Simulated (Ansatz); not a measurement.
C$_{7}$H$_{10}$F$_{3}$InO$_{2}$ (`CC1=CC(C(F)(F)F)=[O+][In-]([CH3])([CH3])[O]1`) at its PBE0-D4/def2-TZVP geometry, where that method's forces vanish. The species carries charge 0 and has multiplicity 1. In takes the def2 core potential.

```xyz
23

C     0.5072    0.2137    3.0869
C     0.2819    0.0528    1.6140
C     0.5867   -1.1895    1.0194
C     0.4330   -1.4869   -0.3235
C     0.8164   -2.8987   -0.8005
F     1.2668   -3.6849    0.1805
F    -0.2413   -3.5006   -1.3466
F     1.7716   -2.8246   -1.7287
O     0.0132   -0.7654   -1.2630
In   -0.6482    1.3163   -1.1101
C     1.0152    2.4229   -1.8555
C    -2.7752    1.1716   -1.1493
O    -0.1692    1.0616    1.0145
H    -0.4318    0.5125    3.5586
H     1.2190    1.0269    3.2481
H     0.8803   -0.6939    3.5578
H     0.9682   -1.9681    1.6613
H     0.7314    3.1005   -2.6604
H     1.7639    1.7222   -2.2274
H     1.4517    3.0039   -1.0416
H    -3.0529    0.1301   -1.3168
H    -3.2151    1.7875   -1.9333
H    -3.1728    1.4903   -0.1845
```

Question: What forces (eV/Å) does ωB97M-V/def2-TZVPP give on these atoms in Ansatz 0.2.0? (Best estimate.)

Answer: The calculation gave: 
```
C1   0.030  0.058  0.240
C2   0.009 -0.041 -0.025
C3   0.070 -0.199  0.028
C4   0.029  0.003  0.172
C5  -0.036  0.135  0.037
F6   0.075 -0.128  0.175
F7  -0.191 -0.092 -0.090
F8   0.165  0.027 -0.158
O9  -0.060  0.119 -0.114
In10-0.003  0.000 -0.012
C11 -0.027  0.008 -0.007
C12  0.014  0.021 -0.014
O13 -0.045  0.083 -0.096
H14  0.070 -0.030 -0.048
H15 -0.055 -0.068 -0.026
H16 -0.031  0.068 -0.041
H17 -0.027  0.059 -0.044
H18  0.046 -0.045  0.061
H19 -0.045  0.061  0.024
H20 -0.019 -0.036 -0.069
H21  0.006  0.078  0.014
H22  0.012 -0.056  0.067
H23  0.012 -0.027 -0.075
```
